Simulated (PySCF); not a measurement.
bicarbonate (CHO3), SMILES O=C([O-])O, charge -1. Atoms are numbered in the order given.

```xyz
5

O      0.7645     1.0388     0.0000
C     -0.0666    -0.1593     0.0000
O     -1.3034     0.0876     0.0000
O      0.5776    -1.2248     0.0000
H      0.0896     1.7427     0.0000
```
Charge -1, spin multiplicity 1.

Geometry: PBE-D3(BJ)/def2-SVPD. One conformer was computed; it need not be the lowest.

Computed with PBE/pcJ-1 (PySCF).

Isotropic couplings with Fermi-contact, spin-dipole and both spin-orbit terms, one fixed conformer, no vibrational averaging. Isotopes: 13C, 1H.

Computed spin–spin coupling constants:
```json
[
 {"pair": "C2–H5", "bonds apart": "2", "J (Hz)": "-3.7"}
]
```
